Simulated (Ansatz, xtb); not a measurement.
# C5H5ClO2: which of two isomers lies lower

We compare a, `COc1ccc(Cl)o1`, a singlet, with b, `COc1ccoc1Cl`, a singlet. Both are isolated molecules in the gas phase, relaxed with PBE0-D3(BJ)/def2-SVP; the shapes shown needn't be the lowest conformers.

a (Å):

| atom | x (Å) | y (Å) | z (Å) |
| --- | --- | --- | --- |
| C | -1.0542 | -2.4583 | -1.1709 |
| C | -1.7436 | -0.2646 | -0.9794 |
| C | -3.1016 | -0.3982 | -1.0628 |
| C | -3.6193 | 0.9383 | -0.9517 |
| C | -2.5354 | 1.7445 | -0.8131 |
| Cl | -2.3692 | 3.4238 | -0.6317 |
| O | -0.7189 | -1.1025 | -1.0133 |
| O | -1.3874 | 1.0210 | -0.8288 |
| H | -0.1126 | -3.0196 | -1.1809 |
| H | -1.6827 | -2.8127 | -0.3356 |
| H | -1.5915 | -2.6278 | -2.1200 |
| H | -3.6678 | -1.3168 | -1.1864 |
| H | -4.6585 | 1.2550 | -0.9723 |

b (Å):

```xyz
13

C     0.3316   -0.0396   -2.6262
C     0.1431   -1.5272   -0.8397
C     1.3741   -2.2318   -1.0496
C     1.4335   -3.1740   -0.0646
C    -0.4321   -2.1112    0.2594
Cl   -1.8880   -1.7817    1.0602
O    -0.3958   -0.5096   -1.5247
O     0.3475   -3.1057    0.7273
H    -0.2490    0.7821   -3.0639
H     0.4695   -0.8249   -3.3908
H     1.3233    0.3446   -2.3276
H     2.1157   -2.0631   -1.8262
H     2.1647   -3.9366    0.1877
```

Q: Estimate E(b) − E(a) at the level CCSD(T)/def2-SVP + ΔMP2/def2-TZVPP.

A: Calculated at CCSD(T)/def2-SVP + ΔMP2/def2-TZVPP: E(b) − E(a) = +5.6 kcal/mol, so structure a lies lower.

Level by level:

| level | geometry | E(b) − E(a) (kcal/mol) | departure from the last row (kcal/mol) | job, with rough time for the two |
| --- | --- | --- | --- | --- |
| GFN2-xTB | GFN2-xTB | +3.0 | −2.6 | optimisation, 0.14 s |
| HF/STO-3G | GFN2-xTB | +5.2 | −0.4 | single point, 0.75 s |
| r2SCAN-D4/def2-SVP | GFN2-xTB | +5.6 | 0.0 | single point, 8.4 s |
| PBE0-D3(BJ)/def2-SVP | PBE0-D3(BJ)/def2-SVP | +5.9 | +0.3 | optimisation, 50 s |
| HF/def2-SVP | PBE0-D3(BJ)/def2-SVP | +7.6 | +2.0 | part of the CCSD(T) run |
| MP2/def2-SVP | PBE0-D3(BJ)/def2-SVP | +5.9 | +0.3 | part of the CCSD(T) run |
| CCSD(T)/def2-SVP | PBE0-D3(BJ)/def2-SVP | +5.8 | +0.2 | single point |
| CCSD(T)/def2-SVP + ΔMP2/def2-TZVPP | PBE0-D3(BJ)/def2-SVP | +5.6 |  | single point, 3.2 min |

As drawn, both hold the same kinds of bond in the same numbers.

The levels shown agree on the order. The largest departure from CCSD(T)/def2-SVP + ΔMP2/def2-TZVPP is that of GFN2-xTB, 2.6 kcal/mol. The last row adds to CCSD(T) the change of the MP2 difference between the two basis sets, here −0.2 kcal/mol.

With thermal terms from frequencies at re-optimised GFN2-xTB minima (ideal gas, soft modes damped towards free rotors, one conformer each, 298.15 K, 1 atm): on the last row, ΔE + ΔZPE = +5.6, ΔH = +5.6, ΔG = +5.5 kcal/mol.

The correlated steps freeze 12 core orbitals. Run with Ansatz 0.2.0, xtb 6.7.1; the last row on 2 threads of Arm Neoverse V1 on a shared host.
